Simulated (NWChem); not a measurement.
Molecule: CH3BrFGa; SMILES [F][Ga]([Br])[CH3]

This build's default masses of Se (78.918 u) and Br (79.917 u) are each other's, which moves their modes by up to 0.6 %.

Question: Give the equilibrium geometry at PBE0/def2-SVP (NWChem) as a list of bonds and angles, with the point group.

Answer: point group C1; any orientation.
Bonded distances (Å): Ga1–F2 1.753, Ga1–Br3 2.280, Ga1–C4 1.942, C4–H5 1.098, C4–H6 1.100, C4–H7 1.100. Bond angles (°): F2–Ga1–Br3 112.6, F2–Ga1–C4 120.3, Br3–Ga1–C4 127.1, Ga1–C4–H5 111.0, Ga1–C4–H6 108.9, Ga1–C4–H7 109.3, H5–C4–H6 109.4, H5–C4–H7 109.8, H6–C4–H7 108.3.
